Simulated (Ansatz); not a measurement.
A short molecular-dynamics run on CH5AlOSi.

```yaml
crystal:
  periodic: [false, false, false]
  atoms:
    - {symbol: C, position_ang: [-0.460903, 0.813898, -0.411317]}
    - {symbol: Al, position_ang: [1.417776, 0.229880, -0.478760]}
    - {symbol: O, position_ang: [1.024506, -1.149828, 0.489455]}
    - {symbol: Si, position_ang: [-0.595428, -0.759008, 0.616235]}
    - {symbol: H, position_ang: [-0.669879, 1.746560, 0.116997]}
    - {symbol: H, position_ang: [-1.014004, 0.818162, -1.352806]}
    - {symbol: H, position_ang: [2.833515, 0.615254, -1.053505]}
    - {symbol: H, position_ang: [-1.456067, -1.817432, 0.022406]}
    - {symbol: H, position_ang: [-0.991116, -0.543686, 2.034194]}
basis:
  gaussian: {orbitals: def2-SVP}
magnetization: {spin_polarized: true, initial_magnetization: 0}
hamiltonian: {xc: {name: r2SCAN}, dispersion: d4}
md: {timestep: 0.5 fs, n_steps: 50, ensemble: nvt_nose_hoover, temperature: 500, initial_velocities: maxwell_boltzmann, seed: 998}
```

```sh
$ ansatz run in.yaml --threads 2 --pin off --events-out ev --progress --plain --max-ram 4352MiB
```

```
step  time (fs)  potential energy (eV)  kinetic (eV)  T (K)  conserved (eV)
   0        0.0            -17631.8506        0.4524    500     -17631.3982
   1        0.5            -17631.8386        0.4405    487     -17631.3982
   2        1.0            -17631.8136        0.4156    459     -17631.3979
   3        1.5            -17631.7792        0.3816    422     -17631.3976
   4        2.0            -17631.7414        0.3442    380     -17631.3971
   5        2.5            -17631.7067        0.3099    342     -17631.3968
   6        3.0            -17631.6806        0.2840    314     -17631.3966
   7        3.5            -17631.6661        0.2695    298     -17631.3967
   8        4.0            -17631.6622        0.2654    293     -17631.3969
   9        4.5            -17631.6653        0.2681    296     -17631.3972
  10        5.0            -17631.6699        0.2725    301     -17631.3976
  11        5.5            -17631.6712        0.2736    302     -17631.3977
  12        6.0            -17631.6658        0.2682    296     -17631.3978
  13        6.5            -17631.6525        0.2550    282     -17631.3977
  14        7.0            -17631.6318        0.2345    259     -17631.3976
  15        7.5            -17631.6057        0.2086    231     -17631.3974
  16        8.0            -17631.5764        0.1795    198     -17631.3973
  17        8.5            -17631.5463        0.1496    165     -17631.3971
  18        9.0            -17631.5178        0.1213    134     -17631.3970
  19        9.5            -17631.4931        0.0967    107     -17631.3969
  20       10.0            -17631.4741        0.0779     86     -17631.3967
  21       10.5            -17631.4628        0.0667     74     -17631.3966
  22       11.0            -17631.4606        0.0646     71     -17631.3966
  23       11.5            -17631.4683        0.0724     80     -17631.3966
  24       12.0            -17631.4860        0.0900    100     -17631.3967
  25       12.5            -17631.5123        0.1163    129     -17631.3968
  26       13.0            -17631.5448        0.1486    164     -17631.3971
  27       13.5            -17631.5797        0.1834    203     -17631.3973
  28       14.0            -17631.6130        0.2165    239     -17631.3976
  29       14.5            -17631.6402        0.2437    269     -17631.3979
  30       15.0            -17631.6581        0.2616    289     -17631.3980
  31       15.5            -17631.6646        0.2683    297     -17631.3980
  32       16.0            -17631.6602        0.2643    292     -17631.3978
  33       16.5            -17631.6478        0.2524    279     -17631.3975
  34       17.0            -17631.6325        0.2377    263     -17631.3971
  35       17.5            -17631.6206        0.2263    250     -17631.3968
  36       18.0            -17631.6175        0.2236    247     -17631.3966
  37       18.5            -17631.6260        0.2323    257     -17631.3966
  38       19.0            -17631.6452        0.2514    278     -17631.3969
  39       19.5            -17631.6706        0.2767    306     -17631.3973
  40       20.0            -17631.6960        0.3020    334     -17631.3977
  41       20.5            -17631.7154        0.3215    355     -17631.3980
  42       21.0            -17631.7247        0.3310    366     -17631.3980
  43       21.5            -17631.7224        0.3291    364     -17631.3979
  44       22.0            -17631.7096        0.3168    350     -17631.3977
  45       22.5            -17631.6889        0.2967    328     -17631.3975
  46       23.0            -17631.6638        0.2721    301     -17631.3973
  47       23.5            -17631.6373        0.2461    272     -17631.3971
  48       24.0            -17631.6121        0.2213    245     -17631.3970
  49       24.5            -17631.5900        0.1996    221     -17631.3969
  50       25.0            -17631.5725        0.1823    202     -17631.3969
```

Velocities are drawn at the set temperature; a run this short doesn't reach equilibrium.

Frames (Å, forces in eV/Å):

```xyz
9
time=0.0 fs
C    -0.461    0.814   -0.411    0.235   -0.151    0.043
Al    1.418    0.230   -0.479    0.263    0.347   -0.280
O     1.025   -1.150    0.489    0.652   -0.483    0.154
Si   -0.595   -0.759    0.616   -0.744   -0.041    0.199
H    -0.670    1.747    0.117   -0.107    0.337    0.157
H    -1.014    0.818   -1.353   -0.220    0.036   -0.319
H     2.834    0.615   -1.054    0.046   -0.002   -0.010
H    -1.456   -1.817    0.022   -0.082   -0.074   -0.055
H    -0.991   -0.544    2.034   -0.043    0.032    0.111
9
time=1.0 fs
C    -0.459    0.816   -0.407    0.187   -0.274   -0.064
Al    1.413    0.229   -0.477    0.558    0.335   -0.358
O     1.027   -1.154    0.490    0.607   -0.347    0.149
Si   -0.595   -0.757    0.612   -0.148    0.501    0.829
H    -0.671    1.749    0.110   -0.147    0.452    0.244
H    -1.019    0.803   -1.343   -0.215    0.069   -0.395
H     2.839    0.603   -1.067   -0.117   -0.023    0.054
H    -1.387   -1.814    0.040   -0.712   -0.702   -0.440
H    -1.000   -0.526    2.034   -0.014   -0.013   -0.020
9
time=2.0 fs
C    -0.456    0.818   -0.403    0.025   -0.240   -0.216
Al    1.408    0.228   -0.475    0.834    0.308   -0.425
O     1.031   -1.158    0.491    0.553   -0.195    0.143
Si   -0.595   -0.754    0.608    0.359    1.000    1.404
H    -0.674    1.755    0.105   -0.151    0.406    0.239
H    -1.025    0.789   -1.337   -0.131    0.105   -0.334
H     2.844    0.591   -1.080   -0.257   -0.035    0.110
H    -1.325   -1.818    0.052   -1.244   -1.288   -0.778
H    -1.009   -0.508    2.034    0.012   -0.062   -0.142
9
time=3.0 fs
C    -0.454    0.820   -0.400   -0.224   -0.064   -0.383
Al    1.403    0.228   -0.474    1.074    0.268   -0.478
O     1.034   -1.163    0.493    0.485   -0.034    0.136
Si   -0.595   -0.751    0.605    0.612    1.184    1.767
H    -0.678    1.765    0.103   -0.120    0.210    0.155
H    -1.033    0.776   -1.334    0.010    0.146   -0.177
H     2.847    0.579   -1.092   -0.360   -0.036    0.151
H    -1.274   -1.833    0.058   -1.508   -1.562   -0.934
H    -1.018   -0.491    2.032    0.031   -0.113   -0.236
9
time=4.0 fs
C    -0.452    0.822   -0.396   -0.498    0.183   -0.534
Al    1.398    0.227   -0.472    1.263    0.217   -0.515
O     1.038   -1.167    0.494    0.398    0.129    0.129
Si   -0.594   -0.748    0.602    0.557    0.876    1.826
H    -0.684    1.777    0.102   -0.067   -0.062    0.034
H    -1.041    0.764   -1.333    0.166    0.190    0.007
H     2.845    0.566   -1.102   -0.417   -0.026    0.175
H    -1.238   -1.864    0.055   -1.442   -1.345   -0.835
H    -1.026   -0.475    2.028    0.040   -0.161   -0.288
9
time=5.0 fs
C    -0.450    0.824   -0.393   -0.728    0.410   -0.644
Al    1.395    0.227   -0.471    1.393    0.159   -0.532
O     1.043   -1.171    0.495    0.288    0.286    0.122
Si   -0.593   -0.744    0.599    0.302    0.161    1.632
H    -0.690    1.789    0.101   -0.013   -0.317   -0.074
H    -1.048    0.754   -1.332    0.293    0.229    0.148
H     2.840    0.553   -1.111   -0.424   -0.005    0.179
H    -1.216   -1.907    0.044   -1.149   -0.720   -0.540
H    -1.035   -0.461    2.021    0.039   -0.202   -0.289
9
time=6.0 fs
C    -0.449    0.826   -0.391   -0.863    0.547   -0.703
Al    1.391    0.226   -0.470    1.454    0.097   -0.529
O     1.047   -1.176    0.496    0.158    0.431    0.114
Si   -0.593   -0.741    0.598    0.013   -0.695    1.310
H    -0.696    1.797    0.099    0.025   -0.481   -0.133
H    -1.051    0.746   -1.329    0.359    0.256    0.203
H     2.831    0.540   -1.118   -0.380    0.024    0.160
H    -1.204   -1.956    0.028   -0.793    0.052   -0.182
H    -1.042   -0.448    2.012    0.028   -0.233   -0.240
9
time=7.0 fs
C    -0.448    0.829   -0.389   -0.877    0.555   -0.706
Al    1.388    0.226   -0.469    1.447    0.036   -0.502
O     1.051   -1.180    0.498    0.014    0.562    0.106
Si   -0.592   -0.737    0.596   -0.203   -1.461    0.968
H    -0.702    1.801    0.097    0.035   -0.513   -0.126
H    -1.051    0.740   -1.325    0.353    0.267    0.151
H     2.819    0.527   -1.124   -0.288    0.061    0.120
H    -1.200   -2.006    0.010   -0.486    0.745    0.134
H    -1.050   -0.438    2.000    0.006   -0.252   -0.145
9
time=8.0 fs
C    -0.448    0.832   -0.388   -0.771    0.426   -0.660
Al    1.386    0.225   -0.468    1.375   -0.022   -0.454
O     1.056   -1.183    0.499   -0.135    0.676    0.097
Si   -0.591   -0.735    0.596   -0.321   -2.034    0.657
H    -0.707    1.801    0.093    0.013   -0.406   -0.052
H    -1.048    0.738   -1.319    0.278    0.260    0.003
H     2.803    0.515   -1.128   -0.154    0.103    0.060
H    -1.201   -2.048   -0.007   -0.263    1.256    0.365
H    -1.057   -0.430    1.987   -0.022   -0.258   -0.017
9
time=9.0 fs
C    -0.449    0.835   -0.387   -0.574    0.184   -0.583
Al    1.384    0.225   -0.468    1.252   -0.073   -0.387
O     1.060   -1.186    0.501   -0.278    0.773    0.088
Si   -0.590   -0.732    0.595   -0.361   -2.404    0.395
H    -0.713    1.796    0.089   -0.035   -0.189    0.074
H    -1.042    0.737   -1.313    0.157    0.239   -0.207
H     2.786    0.504   -1.132    0.009    0.145   -0.014
H    -1.204   -2.078   -0.020   -0.116    1.577    0.509
H    -1.065   -0.425    1.974   -0.052   -0.253    0.125
9
time=10.0 fs
C    -0.451    0.839   -0.387   -0.343   -0.112   -0.503
Al    1.383    0.225   -0.467    1.101   -0.112   -0.309
O     1.064   -1.189    0.503   -0.410    0.854    0.077
Si   -0.590   -0.731    0.594   -0.353   -2.596    0.193
H    -0.719    1.790    0.085   -0.097    0.077    0.217
H    -1.035    0.739   -1.309    0.028    0.209   -0.418
H     2.769    0.494   -1.136    0.180    0.185   -0.095
H    -1.208   -2.094   -0.029   -0.031    1.734    0.581
H    -1.073   -0.422    1.962   -0.076   -0.240    0.257
9
time=11.0 fs
C    -0.452    0.842   -0.387   -0.151   -0.375   -0.450
Al    1.381    0.224   -0.467    0.952   -0.135   -0.234
O     1.068   -1.191    0.504   -0.525    0.918    0.067
Si   -0.590   -0.731    0.594   -0.320   -2.628    0.067
H    -0.725    1.784    0.084   -0.147    0.298    0.332
H    -1.027    0.743   -1.309   -0.062    0.183   -0.557
H     2.754    0.486   -1.141    0.335    0.217   -0.170
H    -1.213   -2.092   -0.032    0.003    1.746    0.589
H    -1.082   -0.421    1.952   -0.086   -0.224    0.354
9
time=12.0 fs
C    -0.454    0.846   -0.387   -0.060   -0.519   -0.435
Al    1.381    0.224   -0.467    0.836   -0.137   -0.174
O     1.072   -1.193    0.506   -0.622    0.963    0.056
Si   -0.589   -0.731    0.593   -0.273   -2.504    0.037
H    -0.734    1.781    0.085   -0.159    0.385    0.372
H    -1.020    0.749   -1.315   -0.082    0.169   -0.564
H     2.742    0.480   -1.148    0.445    0.236   -0.224
H    -1.218   -2.075   -0.029   -0.012    1.617    0.535
H    -1.092   -0.422    1.946   -0.074   -0.209    0.398
9
time=13.0 fs
C    -0.455    0.848   -0.388   -0.089   -0.506   -0.450
Al    1.380    0.223   -0.467    0.775   -0.115   -0.145
O     1.075   -1.194    0.508   -0.704    0.987    0.045
Si   -0.589   -0.732    0.593   -0.201   -2.207    0.122
H    -0.743    1.782    0.090   -0.118    0.301    0.315
H    -1.014    0.756   -1.325   -0.027    0.167   -0.430
H     2.735    0.476   -1.157    0.490    0.239   -0.247
H    -1.223   -2.042   -0.021   -0.089    1.331    0.409
H    -1.102   -0.426    1.944   -0.036   -0.196    0.381
9
time=14.0 fs
C    -0.457    0.851   -0.389   -0.202   -0.367   -0.473
Al    1.380    0.222   -0.467    0.778   -0.068   -0.153
O     1.078   -1.194    0.509   -0.772    0.989    0.034
Si   -0.589   -0.734    0.592   -0.082   -1.713    0.332
H    -0.754    1.785    0.099   -0.034    0.086    0.179
H    -1.008    0.765   -1.340    0.071    0.171   -0.196
H     2.732    0.475   -1.168    0.461    0.225   -0.232
H    -1.228   -1.996   -0.010   -0.245    0.863    0.198
H    -1.113   -0.431    1.945    0.025   -0.186    0.311
9
time=15.0 fs
C    -0.459    0.853   -0.391   -0.327   -0.180   -0.479
Al    1.380    0.222   -0.467    0.836    0.004   -0.198
O     1.081   -1.194    0.511   -0.832    0.968    0.023
Si   -0.589   -0.737    0.592    0.114   -1.021    0.660
H    -0.765    1.789    0.108    0.070   -0.171    0.012
H    -1.001    0.775   -1.357    0.169    0.171    0.062
H     2.733    0.475   -1.181    0.365    0.195   -0.179
H    -1.237   -1.942    0.004   -0.497    0.212   -0.105
H    -1.124   -0.438    1.949    0.102   -0.178    0.204
9
time=16.0 fs
C    -0.461    0.855   -0.392   -0.399   -0.031   -0.449
Al    1.381    0.221   -0.467    0.929    0.097   -0.272
O     1.083   -1.194    0.513   -0.889    0.922    0.013
Si   -0.589   -0.740    0.592    0.383   -0.204    1.056
H    -0.775    1.792    0.118    0.163   -0.377   -0.137
H    -0.992    0.787   -1.373    0.231    0.159    0.275
H     2.738    0.478   -1.196    0.222    0.153   -0.098
H    -1.250   -1.886    0.016   -0.828   -0.551   -0.473
H    -1.133   -0.447    1.955    0.187   -0.168    0.085
9
time=17.0 fs
C    -0.464    0.857   -0.395   -0.373    0.024   -0.375
Al    1.382    0.221   -0.467    1.027    0.202   -0.363
O     1.084   -1.192    0.515   -0.943    0.855    0.004
Si   -0.588   -0.743    0.592    0.648    0.545    1.410
H    -0.784    1.791    0.127    0.224   -0.472   -0.228
H    -0.982    0.801   -1.386    0.235    0.132    0.394
H     2.745    0.482   -1.212    0.060    0.105   -0.003
H    -1.271   -1.835    0.024   -1.146   -1.235   -0.814
H    -1.141   -0.457    1.962    0.268   -0.154   -0.024
9
time=18.0 fs
C    -0.467    0.859   -0.397   -0.235   -0.042   -0.257
Al    1.383    0.220   -0.467    1.108    0.313   -0.456
O     1.085   -1.191    0.517   -0.992    0.770   -0.004
Si   -0.588   -0.746    0.593    0.750    0.966    1.571
H    -0.791    1.786    0.134    0.240   -0.433   -0.243
H    -0.969    0.816   -1.396    0.177    0.093    0.396
H     2.752    0.487   -1.228   -0.096    0.055    0.093
H    -1.302   -1.796    0.024   -1.287   -1.584   -0.991
H    -1.146   -0.469    1.969    0.336   -0.137   -0.108
9
time=19.0 fs
C    -0.470    0.861   -0.400    0.003   -0.225   -0.106
Al    1.384    0.220   -0.468    1.154    0.420   -0.539
O     1.085   -1.188    0.518   -1.030    0.673   -0.011
Si   -0.587   -0.748    0.595    0.554    0.920    1.436
H    -0.796    1.777    0.138    0.210   -0.266   -0.179
H    -0.954    0.832   -1.402    0.067    0.046    0.288
H     2.759    0.492   -1.243   -0.226    0.009    0.177
H    -1.346   -1.771    0.015   -1.114   -1.462   -0.910
H    -1.148   -0.482    1.974    0.383   -0.117   -0.156
9
time=20.0 fs
C    -0.473    0.862   -0.403    0.302   -0.489    0.061
Al    1.386    0.220   -0.468    1.156    0.516   -0.602
O     1.085   -1.186    0.520   -1.049    0.572   -0.017
Si   -0.586   -0.751    0.596    0.077    0.517    1.038
H    -0.798    1.765    0.140    0.146   -0.011   -0.055
H    -0.939    0.848   -1.406   -0.073   -0.002    0.102
H     2.763    0.498   -1.256   -0.318   -0.030    0.242
H    -1.401   -1.761   -0.002   -0.645   -0.980   -0.606
H    -1.147   -0.497    1.978    0.404   -0.092   -0.163
9
time=21.0 fs
C    -0.476    0.864   -0.406    0.602   -0.767    0.220
Al    1.389    0.219   -0.469    1.108    0.593   -0.638
O     1.083   -1.183    0.522   -1.044    0.472   -0.023
Si   -0.585   -0.753    0.599   -0.519    0.005    0.508
H    -0.799    1.753    0.142    0.071    0.258    0.090
H    -0.925    0.865   -1.408   -0.212   -0.045   -0.100
H     2.765    0.503   -1.267   -0.363   -0.060    0.282
H    -1.462   -1.760   -0.026   -0.040   -0.391   -0.208
H    -1.141   -0.512    1.981    0.397   -0.065   -0.129
9
time=22.0 fs
C    -0.478    0.865   -0.408    0.832   -0.968    0.349
Al    1.391    0.220   -0.470    1.011    0.646   -0.642
O     1.082   -1.179    0.524   -1.012    0.377   -0.033
Si   -0.585   -0.755    0.601   -1.066   -0.423   -0.026
H    -0.800    1.743    0.145    0.017    0.453    0.196
H    -0.912    0.881   -1.411   -0.315   -0.082   -0.241
H     2.763    0.508   -1.276   -0.360   -0.079    0.293
H    -1.523   -1.762   -0.051    0.531    0.110    0.161
H    -1.132   -0.528    1.983    0.364   -0.035   -0.058
9
time=23.0 fs
C    -0.480    0.865   -0.411    0.939   -1.015    0.432
Al    1.395    0.220   -0.472    0.865    0.670   -0.610
O     1.080   -1.176    0.526   -0.956    0.289   -0.047
Si   -0.584   -0.757    0.603   -1.477   -0.695   -0.493
H    -0.800    1.738    0.150    0.011    0.501    0.213
H    -0.903    0.896   -1.417   -0.359   -0.113   -0.258
H     2.757    0.512   -1.282   -0.307   -0.086    0.276
H    -1.579   -1.764   -0.075    0.976    0.450    0.446
H    -1.119   -0.544    1.984    0.307   -0.003    0.042
9
time=24.0 fs
C    -0.480    0.864   -0.413    0.915   -0.889    0.468
Al    1.398    0.221   -0.473    0.675    0.666   -0.542
O     1.077   -1.172    0.527   -0.876    0.210   -0.069
Si   -0.584   -0.760    0.605   -1.738   -0.820   -0.867
H    -0.800    1.737    0.157    0.060    0.389    0.126
H    -0.897    0.910   -1.425   -0.341   -0.143   -0.136
H     2.749    0.515   -1.285   -0.209   -0.081    0.230
H    -1.626   -1.761   -0.095    1.278    0.638    0.637
H    -1.104   -0.560    1.985    0.236    0.029    0.153
9
time=25.0 fs
C    -0.481    0.862   -0.414    0.798   -0.638    0.467
Al    1.402    0.222   -0.475    0.448    0.635   -0.443
O     1.073   -1.168    0.529   -0.778    0.139   -0.100
Si   -0.585   -0.762    0.607   -1.872   -0.826   -1.134
H    -0.800    1.740    0.165    0.144    0.169   -0.031
H    -0.894    0.922   -1.434   -0.281   -0.175    0.080
H     2.738    0.517   -1.286   -0.073   -0.065    0.161
H    -1.661   -1.752   -0.109    1.452    0.704    0.746
H    -1.086   -0.576    1.988    0.161    0.058    0.254
```

It took 3.6 min on 2 threads of an Arm Neoverse V2 on a shared host, with 0.4 GiB of host memory at the peak.
